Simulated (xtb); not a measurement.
xtb input (GFN2-xTB):

```bash
xtb mol.xyz --gfn 2 --sp --chrg -1 --uhf 0
```
mol.xyz:
```
4

N      0.67821943     0.21322225     0.19325834
C     -0.46105180    -0.14494793    -0.13137652
H     -0.64365366    -1.11460559    -0.61374944
H     -1.33757157     0.49173741     0.04920014
```

End of the output:

```
         :::::::::::::::::::::::::::::::::::::::::::::::::::::
         ::                     SUMMARY                     ::
         :::::::::::::::::::::::::::::::::::::::::::::::::::::
         :: total energy              -6.145272896673 Eh    ::
         :: gradient norm              0.080483133500 Eh/a0 ::
         :: HOMO-LUMO gap              2.236401390643 eV    ::
         ::.................................................::
         :: SCC energy                -6.229994174427 Eh    ::
         :: -> isotropic ES            0.183953872025 Eh    ::
         :: -> anisotropic ES          0.006285181379 Eh    ::
         :: -> anisotropic XC          0.013333649288 Eh    ::
         :: -> dispersion             -0.001485359176 Eh    ::
         :: repulsion energy           0.084721277753 Eh    ::
         :: add. restraining           0.000000000000 Eh    ::
         :: total charge              -1.000000000000 e     ::
         :::::::::::::::::::::::::::::::::::::::::::::::::::::

           -------------------------------------------------
          |                Property Printout                |
           -------------------------------------------------

    * Orbital Energies and Occupations

         #    Occupation            Energy/Eh            Energy/eV
      -------------------------------------------------------------
         1        2.0000           -0.3204925              -8.7210
         2        2.0000           -0.2598001              -7.0695
         3        2.0000           -0.2311670              -6.2904
         4        2.0000           -0.1390536              -3.7838
         5        2.0000           -0.0933135              -2.5392
         6        2.0000            0.0027130               0.0738 (HOMO)
         7                          0.0848992               2.3102 (LUMO)
         8                          0.3835611              10.4372
         9                          0.5373415              14.6218
        10                          0.8912446              24.2520
      -------------------------------------------------------------
                  HL-Gap            0.0821862 Eh            2.2364 eV
             Fermi-level            0.0438061 Eh            1.1920 eV

     #   Z          covCN         q      C6AA      α(0)
     1   7 N        0.910    -0.721    41.026     9.264
     2   6 C        2.757     0.069    26.430     8.419
     3   1 H        0.923    -0.174     9.039     4.702
     4   1 H        0.923    -0.174     9.039     4.702

 Mol. C6AA /au·bohr⁶  :        307.362975
 Mol. C8AA /au·bohr⁸  :       6165.053499
 Mol. α(0) /au        :         27.086406

Wiberg/Mayer (AO) data.
largest (>0.10) Wiberg bond orders for each atom
Note: The following floating-point exceptions are signalling: IEEE_DENORMAL
normal termination of xtb

 ---------------------------------------------------------------------------
     #   Z sym  total        # sym  WBO       # sym  WBO       # sym  WBO
 ---------------------------------------------------------------------------
     1   7 N    2.262 --     2 C    2.142
     2   6 C    3.951 --     1 N    2.142     3 H    0.905     4 H    0.905
     3   1 H    0.970 --     2 C    0.905
     4   1 H    0.970 --     2 C    0.905
 ---------------------------------------------------------------------------

Topologies differ in total number of bonds
Writing topology from bond orders to xtbtopo.mol

molecular dipole:
                 x           y           z       tot (Debye)
 q only:       -0.333      -0.105      -0.095
   full:       -0.889      -0.280      -0.253       2.455
molecular quadrupole (traceless):
                xx          xy          yy          xz          yz          zz
 q only:       -1.821      -0.589       0.380      -0.791      -0.813       1.440
  q+dip:       -1.916      -0.862       0.744      -0.876      -0.484       1.172
   full:       -2.344      -0.799       0.546      -1.025      -0.985       1.798

           -------------------------------------------------
          | TOTAL ENERGY               -6.145272896673 Eh   |
          | GRADIENT NORM               0.080483133500 Eh/α |
          | HOMO-LUMO GAP               2.236401390643 eV   |
           -------------------------------------------------

------------------------------------------------------------------------
------------------------------------------------------------------------
 total:
 SCF:
```

This state (charge -1, singlet) is run at the relaxed geometry of the species with charge 0 and multiplicity 2.
